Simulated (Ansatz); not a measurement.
# CH6OSeSi (SMILES CO[SiH2][SeH]): methods side by side

The species is CH6OSeSi (10 atoms), meant as a singlet with charge 0. As SMILES, `CO[SiH2][SeH]`. The coordinates come from a PBE0-D4/def2-TZVP relaxation. This is one conformer, not always the lowest.

Each level gives the electronic atomisation energy (eV). The values are calculated. Electronic energies at fixed atoms, without zero-point motion or spin-orbit coupling.

```tsv
level	kind	program	value (eV)
HF/6-31G* (spherical functions)	Hartree–Fock	Ansatz	24.95
SVWN5/6-31G* (spherical functions)	LDA	Ansatz	39.69
BLYP/6-31G* (spherical functions)	GGA	Ansatz	34.19
PBE/6-31G* (spherical functions)	GGA	Ansatz	34.94
revPBE/6-31G* (spherical functions)	GGA	Ansatz	33.75
B3LYP/6-31G* (spherical functions)	global hybrid	Ansatz	34.36
PBE0/6-31G* (spherical functions)	global hybrid	Ansatz	34.36
MP2/6-31G* (spherical functions)	perturbation theory	Ansatz	31.41
```

All-electron rows without a relativistic Hamiltonian named are non-relativistic. Correlated wave functions underbind in double-zeta sets. The values span 24.95 to 39.69 eV. In the correlated wave-function rows the outer d shell of Se is correlated, in sets not made for it.
